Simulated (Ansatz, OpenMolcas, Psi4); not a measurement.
## How methods differ on AlF3 (SMILES F[Al](F)F)

AlF3 has 4 atoms, charge 0, and is taken as a singlet. SMILES: `F[Al](F)F`. The shape is that of a PBE0-D4/def2-TZVP optimisation.

```xyz
4

F     0.8594   -0.7226    1.1802
Al    0.0000    0.0000    0.0000
F    -1.4407   -0.6125   -0.4501
F     0.5813    1.3351   -0.7300
```

Quantity: the energy change with the Al2–F3 bond stretched from 1.629 to 2.443 Å, in eV. The values are calculated.

```json
{"level": "HF/6-311+G** (unrestricted)", "kind": "Hartree–Fock", "program": "OpenMolcas", "value (eV)": "3.62", "less CCSD(T)/6-311+G**": "+0.52", "CPU time (all runs)": "16 s"}
{"level": "SVWN5/6-311+G** (restricted)", "kind": "LDA", "program": "OpenMolcas", "value (eV)": "2.99", "less CCSD(T)/6-311+G**": "-0.11", "CPU time (all runs)": "25 s"}
{"level": "TPSS/6-311+G** (restricted)", "kind": "meta-GGA", "program": "OpenMolcas", "value (eV)": "2.79", "less CCSD(T)/6-311+G**": "-0.31", "CPU time (all runs)": "45 s"}
{"level": "r2SCAN/6-311+G** (restricted)", "kind": "meta-GGA", "program": "Ansatz", "value (eV)": "3.02", "less CCSD(T)/6-311+G**": "-0.08", "CPU time (all runs)": "13 s"}
{"level": "wB97M-V/6-311+G** (restricted)", "kind": "range-separated hybrid", "program": "Ansatz", "value (eV)": "3.08", "less CCSD(T)/6-311+G**": "-0.02", "CPU time (all runs)": "77 s"}
{"level": "MP2/6-311+G** (restricted)", "kind": "perturbation theory", "program": "OpenMolcas", "value (eV)": "3.08", "less CCSD(T)/6-311+G**": "-0.02", "CPU time (all runs)": "14 s"}
{"level": "BCCD(T)/6-311+G** (restricted)", "kind": "coupled cluster or CI", "program": "Ansatz", "value (eV)": "3.10", "less CCSD(T)/6-311+G**": "0.00", "CPU time (all runs)": "44 s"}
{"level": "CCSD(T)/6-311+G** (restricted)", "kind": "coupled cluster or CI", "program": "Psi4", "value (eV)": "3.10", "less CCSD(T)/6-311+G**": "0.00", "CPU time (all runs)": "3.4 min"}
```

Differences are taken from CCSD(T)/6-311+G** (restricted) for orientation; it has basis-set and higher-order errors of its own. Its T1 diagnostic reaches 0.022, a sign that one reference may not serve. The first shape isn't each level's own minimum. The values span 2.79 to 3.62 eV. Times are those of the runs behind each value, whatever else they computed, on shared processors of several kinds: orders of magnitude only.
